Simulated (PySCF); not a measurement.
Potential energy curve for BN, triplet. Each curve is given relative to its own lowest point near equilibrium.

```json
[
 {"R / Å": "1.05", "A": "90.7", "B": "87.5", "C": "84.6"},
 {"R / Å": "1.13", "A": "50.3", "B": "47.6", "C": "37.4"},
 {"R / Å": "1.20", "A": "19.7", "B": "19.6", "C": "13.1"},
 {"R / Å": "1.25", "A": "8.5", "B": "8.2", "C": "4.2"},
 {"R / Å": "1.27", "A": "5.5", "B": "5.2", "C": "2.2"},
 {"R / Å": "1.32", "A": "1.0", "B": "0.9", "C": "0.0"},
 {"R / Å": "1.37", "A": "0.0", "B": "0.0", "C": "1.1"},
 {"R / Å": "1.41", "A": "1.0", "B": "1.2", "C": "3.8"}
]
```

Energies in kcal/mol.

### Question
Match the curves with the methods PySCF with CCSD on UHF/6-31G, 2 core orbitals frozen; unrestricted B3LYP/6-31G*, spherical d run with PySCF; unrestricted BLYP/6-31G in PySCF.

### Answer
A is UKS-BLYP; B is UCCSD; C is UKS-B3LYP/6-31G*.

The scan ran from 1.05 to 5.21 Å; beyond the distances shown one of the unrestricted levels run for this scan, shown here or not, changes its spin distribution in one step. The unrestricted determinant behind UCCSD is spin-contaminated at 1.37 to 1.41 Å (<S²> up to 2.2, against 2.00 for a pure triplet).
